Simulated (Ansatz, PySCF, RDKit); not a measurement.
Noncovalent pair: CH3F (SMILES CF) (first 5 atoms) with C2H3N (SMILES CC#N); geometry from B3LYP-D3(BJ)/def2-TZVP, rigid monomers moved along the line of their centres of mass till F2···H9 is 2.76 Å.
(charge 0, multiplicity 1):
```xyz
11

C      0.3729     0.5925    -0.1777
F      1.1632    -0.2915     0.5656
H     -0.1778     1.2259     0.5152
H      1.0306     1.1901    -0.8090
H     -0.3111     0.0062    -0.7914
C      0.9952    -0.2804     4.1618
C      0.0837     0.7799     3.7651
N     -0.6353     1.6154     3.4385
H      1.3429    -0.8049     3.2724
H      1.8530     0.1401     4.6871
H      0.4879    -0.9841     4.8223
```

Counterpoise-corrected where a basis set is named; no monomer relaxation. Rows marked so take none. RDKit's UFF carries no charges.

Rows in 3-21G, 6-31G* carry no dispersion term and start afresh at each structure (6-31G* with six Cartesian d functions).

Run with Ansatz (a program for electronic structure); PySCF for 3-21G rows, 6-31G* rows, the dispersion terms; RDKit for the force fields. Values without a source in brackets are computed.

Task: One of these levels gives -3.15 kcal/mol for the interaction energy. Which?
A. HF/6-31G*
B. UFF
C. B3LYP/3-21G (no counterpoise)
D. r2SCAN-D3(BJ)/def2-TZVPPD

Result: D, r2SCAN-D3(BJ)/def2-TZVPPD. The others give -0.78 (UFF), -2.13 (HF/6-31G*), -4.51 (B3LYP/3-21G (no counterpoise))
